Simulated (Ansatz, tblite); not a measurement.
Spin states of the cluster Al2N2, each relaxed with PBE0-D4/def2-TZVP in Ansatz. Electronic energies in the gas phase.

The xTB rows come from tblite. Correlated methods freeze 12 core orbitals. The structure comes from a short search, and lower isomers may exist.

Singlet geometry (D2h within 0.1 Å):

```xyz
4

Al    0.294   -1.665   -0.872
Al   -0.294    1.665    0.872
N    -0.153   -0.305    0.530
N     0.153    0.305   -0.531
```

Triplet geometry:

| atom | x (Å) | y (Å) | z (Å) |
| --- | --- | --- | --- |
| Al1 | -1.762 | 0.249 | 0.305 |
| Al2 | 1.364 | -0.797 | -0.874 |
| N3 | 0.210 | -0.191 | 0.727 |
| N4 | 0.188 | 0.739 | -0.157 |

Quintet geometry (C2v within 0.1 Å):

Cartesian coordinates in Å:
```
Al -0.4404 -1.3794 0.1520
Al 1.0842 0.4425 0.8652
N -0.7426 0.6515 -0.0738
N 0.0988 0.2854 -0.9434
```

⟨S²⟩: triplet 2.01 at PBE0-D4/def2-TZVP (pure 2.00), quintet 6.01 at PBE0-D4/def2-TZVP (pure 6.00).

Only these spin states were relaxed. The quintet has other bonds than the singlet, so the gap mixes isomer and spin.

```
                level  triplet − singlet (kcal/mol)  quintet − singlet (kcal/mol)  lowest of these
             GFN2-xTB                          22.3                          76.6          singlet
LDA (SPW92)/def2-TZVP                          30.9                          68.0          singlet
     PBE-D4/def2-TZVP                          27.6                          64.0          singlet
 r2SCAN0-D4/def2-TZVP                          24.5                          58.1          singlet
    ωB97M-V/def2-TZVP                          30.6                          83.6          singlet
        MP2/def2-TZVP                          36.2                          77.7          singlet
       MP2/def2-TZVPP                          36.2                          77.8          singlet
      CCSD/def2-TZVPP                          30.5                          76.9          singlet
```

The xTB methods have no spin-polarisation term.
